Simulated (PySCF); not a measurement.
Stationary points of SbBr₃

All numbers come from PBE0/[Sb def2-SVP with ECP28, Br def2-SVP], scalar-relativistic core potentials, density fitting, no spin–orbit coupling, PySCF.

Relaxations began from a few typed shapes. The search is not exhaustive: other isomers or separated fragments can lie lower, and high-lying points may rest on an excited occupation.

Order these stationary points by electronic energy, lowest first, in kJ/mol from the lowest minimum.
A. singlet C2v: Sb–Br 2.494 Å, Sb–Br 2.633 Å (×2); Br–Sb–Br 92.7° (×2), Br–Sb–Br 174.6°
B. singlet C3v: Sb–Br 2.519 Å (×3); Br–Sb–Br 98.8° (×3)
C. singlet D3h: Sb–Br 2.612 Å (×3); Br–Sb–Br 120.0° (×3)

B (0.0), A (132.7), C (148.8).

Which of them are minima?

By energy in kJ/mol, 0.0: minimum; 132.7: saddle point, 1 imaginary mode; 148.8: not settled, its softest mode being under 30 cm⁻¹.

Counting electrons, antimony keeps 2 of its valence electrons outside its bonds, so the VSEPR class is AX3E1 and the expected shape is trigonal pyramidal (C3v), as computed.
